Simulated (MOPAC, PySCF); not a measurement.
Dimer: SiH4 (SMILES [SiH4]) (first 5 atoms) with CH3NO (SMILES NC=O); geometry from B3LYP-D3(BJ)/def2-TZVP, rigid monomers moved along the line of their centres of mass till Si1···O8 is 3.56 Å.
(charge 0, multiplicity 1):
```xyz
11

Si    -0.01404    -0.00036     0.16241
H      0.61466     1.04076     1.01291
H      0.23915     0.38959    -1.24868
H     -1.47001    -0.03709     0.39429
H      0.62066    -1.30879     0.41316
N      0.84750     0.52407     4.49221
C     -0.03252    -0.50291     4.51352
O     -0.58675    -0.96290     3.53846
H      1.07070     0.96509     3.61372
H      1.26840     0.86589     5.33760
H     -0.20347    -0.89720     5.53115
```

Monomers are frozen at their geometry in the pair; levels with a basis set take the counterpoise correction. Rows marked so take none.

Rows in 6-31G* carry no dispersion term and start afresh at each structure (6-31G* with six Cartesian d functions). The state that AM1 reach isn't checked.

Codes used: MOPAC for AM1 (differences of heats of formation); PySCF for 6-31G* rows. Each number belongs to the level named beside it.

Problem. One of these levels gives -140.9 meV for the interaction energy. Name it.
A) BP86/6-31G* (no counterpoise)
B) HF/6-31G*
C) AM1
D) M06-2X/6-31G* (no counterpoise)

Solution. D, M06-2X/6-31G* (no counterpoise). The others give 8.5 (AM1), -42.8 (HF/6-31G*), -84.2 (BP86/6-31G* (no counterpoise))
